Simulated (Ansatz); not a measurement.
Q: Name a neutral molecule of C, Mo, N, O and H with HOMO–LUMO gap (PBE/def2-TZVPP) between 3.80 and 4.10 eV and HOMO–LUMO gap (ωB97M-V/def2-TZVPP) between 10.15 and 10.45 eV (Ansatz, PBE0-D4/def2-TZVP geometry).

A: `C[N]=[Mo]([NH2])([NH2])=[O]` (3.85 eV, 10.30 eV). Other molecules can fit too; these were computed, each in one conformer that needn't be the lowest.
